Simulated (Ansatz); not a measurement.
Single points on the cluster Sn3⁺.

```yaml
crystal:
  periodic: [false, false, false]
  atoms:
    - {symbol: Sn, position_ang: [1.901918, -0.098983, 0.752153]}
    - {symbol: Sn, position_ang: [-0.067730, -0.705267, -1.178496]}
    - {symbol: Sn, position_ang: [-1.834188, 0.804250, 0.426343]}
basis:
  gaussian: {orbitals: def2-TZVP, initial_orbitals: start.molden}
total_charge: 1
magnetization: {spin_polarized: true, initial_magnetization: 1}
hamiltonian: {xc: {name: wB97M-V}}
scf: {omitted_lower_state_checks: [starts]}
output: {forces: true, orbitals: {seedname: orbitals}}
```

The file start.molden holds the orbitals of an earlier run on this structure, at another level or in another basis.

```sh
$ ansatz run in.yaml --threads 4 --pin off --events-out ev --progress --plain --max-ram 3916MiB
```

Shortened log:

```
Functional definition: wB97M-V
1296 factors; their error is unknown
252 factors; integrals over basis functions are off by at most 8.7e-5 eV
mean field evaluation 1: about -17483.8493 eV, gradient 5.4e0 eV
mean field evaluation 2: about -17483.9464 eV, gradient 1.7e-1 eV
mean field evaluation 4: about -17484.0953 eV, gradient 1.5e-2 eV
mean field evaluation 8: about -17484.0953 eV, gradient 7.2e-5 eV
mean field -17484.09534509 eV, -642.5286527867 hartree, gradient 8.0e-6 eV, S^2 0.751459; 0 other end points of the search recorded, 0 dependent functions left out
reference -17484.09539176 eV, -642.5286545016 hartree; 33, 32 occupied and 117, 118 virtual orbitals, 1296 factors
Total energy: -17484.09539176 eV, -642.5286545016 hartree
Atom 0 at     1.901918    -0.098983     0.752153 Å, force    -0.531130    -0.051504    -0.338650 eV/Å
Atom 1 at    -0.067730    -0.705267    -1.178496 Å, force     0.033772     0.351653     0.587611 eV/Å
Atom 2 at    -1.834188     0.804250     0.426343 Å, force     0.497358    -0.300149    -0.248960 eV/Å
Dipole moment:     0.017536     0.182597     0.305119 e Å
Checks for a lower state left out: starts
```

Run time 56 s (4 threads of Arm Neoverse V1 on a shared host), peak host memory 1 GiB.

As the first input, with `gaussian: {orbitals: def2-SVP, initial_orbitals: start.molden}`, `hamiltonian: {xc: pbe, dispersion: d4}`, `output: {orbitals: {seedname: orbitals}}` (abridged; 1.6 s):

```
Functional definition: PBE
mean field -17488.13314528 eV, -642.6770392065 hartree, gradient 8.8e-6 eV, S^2 0.751576
Total energy: -17488.29326527 eV, -642.6829235076 hartree
Checks for a lower state left out: starts
```

As the first input, with `hamiltonian: {xc: pbe}`, `correlation: {method: rpa}` and without the key `output` (abridged; 7 s):

```
Functional definition: PBE
mean field -17488.63967709 eV, -642.6956539074 hartree, gradient 1.7e-6 eV, S^2 0.752491
12 core orbitals not correlated: weight in the atoms' cores, before any rotation towards them, 1.000 or more for the frozen orbitals, at most 0.000 for the correlated occupied ones
Total energy: -17442.70928489 eV, -641.0077431267 hartree
Checks for a lower state left out: starts
```

The first input with `hamiltonian: {xc: {name: revPBE}, dispersion: d4}`, `output: {orbitals: {seedname: orbitals}}` (abridged; 3.3 s):

```
Functional definition: revPBE
mean field -17492.65930514 eV, -642.8433725137 hartree, gradient 7.0e-6 eV, S^2 0.753225
Total energy: -17492.90721319 eV, -642.8524829663 hartree
Checks for a lower state left out: starts
```

First input, but with `hamiltonian: {xc: pbe0, dispersion: d4}`, `output: {orbitals: {seedname: orbitals}}` (abridged; 10 s):

```
Functional definition: PBE0
mean field -17488.84268897 eV, -642.7031144562 hartree, gradient 3.3e-6 eV, S^2 0.754558
Total energy: -17488.98076363 eV, -642.7081886063 hartree
Checks for a lower state left out: starts
```

The first input with `hamiltonian: {xc: pbe, dispersion: d4}`, `output: {orbitals: {seedname: orbitals}}` (abridged; 2.9 s):

```
Functional definition: PBE
mean field -17488.63968030 eV, -642.6956540251 hartree, gradient 9.9e-6 eV, S^2 0.752491
Total energy: -17488.79981038 eV, -642.7015386972 hartree
Checks for a lower state left out: starts
```

First input, but with `gaussian: {orbitals: def2-SVP, initial_orbitals: start.molden}`, `correlation: {method: ccsd_t}`, `scf: {omitted_lower_state_checks: [starts, cluster_reference]}`, `output: {orbitals: {seedname: orbitals}}` and without the key `hamiltonian` (abridged; 9.5 s):

```
Functional definition: HF
mean field evaluation 16: about -17410.9342 eV, gradient 2.6e-6 eV
mean field evaluation 32: about -17411.0073 eV, gradient 1.8e-6 eV
mean field -17411.00731374 eV, -639.8427171753 hartree, gradient 1.8e-6 eV, S^2 1.668207; 1 other end points of the search recorded, 0 dependent functions left out
12 core orbitals not correlated: weight in the atoms' cores, before any rotation towards them, 1.000 or more for the frozen orbitals, at most 0.000 for the correlated occupied ones
second order -5.98901615 eV of doubles, -0.00000000 eV of singles
cycle   1  -6.53078948 eV  change   -5.4e-1 eV  update   1.4e-1
cycle   2  -6.96858244 eV  change   -4.4e-1 eV  update   6.9e-2
cycle   3  -7.10745375 eV  change   -1.4e-1 eV  update   5.5e-2
cycle   4  -7.17330361 eV  change   -6.6e-2 eV  update   3.9e-2
cycle   5  -7.22043481 eV  change   -4.7e-2 eV  update   2.4e-2
cycle   6  -7.24928935 eV  change   -2.9e-2 eV  update   1.4e-2
cycle   7  -7.25971565 eV  change   -1.0e-2 eV  update   9.1e-3
cycle   8  -7.27088285 eV  change   -1.1e-2 eV  update   5.7e-3
cycle   9  -7.27264079 eV  change   -1.8e-3 eV  update   3.4e-3
cycle  10  -7.27345642 eV  change   -8.2e-4 eV  update   1.8e-3
cycle  11  -7.27429158 eV  change   -8.4e-4 eV  update   9.7e-4
cycle  12  -7.27382251 eV  change    4.7e-4 eV  update   4.9e-4
cycle  13  -7.27370769 eV  change    1.1e-4 eV  update   2.6e-4
cycle  14  -7.27370215 eV  change    5.5e-6 eV  update   1.6e-4
cycle  15  -7.27378200 eV  change   -8.0e-5 eV  update   1.0e-4
cycle  16  -7.27387580 eV  change   -9.4e-5 eV  update   7.2e-5
cycle  17  -7.27388584 eV  change   -1.0e-5 eV  update   4.9e-5
cycle  18  -7.27386305 eV  change    2.3e-5 eV  update   2.9e-5
cycle  19  -7.27383273 eV  change    3.0e-5 eV  update   1.8e-5
perturbative correction -0.51027205 eV, -0.0187521521 hartree
Total energy: -17418.79141852 eV, -640.1287777498 hartree
Checks for a lower state left out: starts, cluster_reference
```

Geometry: B3LYP-D4/def2-SVP.

In the def2 sets Sn takes a core potential; there is no spin–orbit coupling. Correlated methods freeze 12 core orbitals; core or outer-core shells of Sn are correlated, in sets that lack core-valence functions. At CCSD(T)/def2-SVP T1 of the charge 1 doublet is large (up to 0.059), so the single-reference result is doubtful. At CCSD(T)/def2-SVP the charge 1 doublet is spin-contaminated (final ⟨S²⟩ up to 1.67, 0.75 for a pure state). At PBE0-D4/def2-TZVP a quartet of charge 1 lies 0.18 eV below the doublet, each at its own geometry. The structure comes from a short search, and lower isomers may exist.
